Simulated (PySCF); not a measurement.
## Working out the ionisation energy of S²⁺

S²⁺ [Ne] 3s2 3p2 (3P) → S³⁺ [Ne] 3s2 3p1 (2P). All numbers are calculated (PySCF 2.14, the spin-free X2C one-electron Hamiltonian (Gaussian nucleus), in x2c-TZVPPall with one added diffuse shell each of s, p, d type (6s6p4d1f, 51 functions)). Frozen: 1s2. Energies in hartree (1 hartree = 27.21139 eV):

| part | S²⁺ (lower) | S³⁺ (upper) |
| --- | --- | --- |
| UHF | -397.411733 | -396.156813 |
| CCSD correlation | -0.246983 | -0.227417 |
| (T) | -0.003629 | -0.002562 |

**Question.** What does Hartree-Fock give?

**Answer.** (-396.156813) − (-397.411733) = 1.254920 hartree = 34.148 eV.

**Question.** What do CCSD and CCSD(T) give?

**Answer.** The CCSD correlation energies differ by 0.019566 hartree = 0.532 eV and the triples by 0.001067 hartree = 0.029 eV, so CCSD gives 34.680 eV and CCSD(T) 34.709 eV.

A first-order spin-orbit estimate adds -0.009 eV to CCSD(T) (valence and next inner shell), giving 34.700 eV against 34.86 ± 0.04 eV (semi-empirical (NIST evaluation); NIST Atomic Spectra Database, ionization energies).

What remains against the reference includes basis incompleteness, the frozen core and higher excitations.
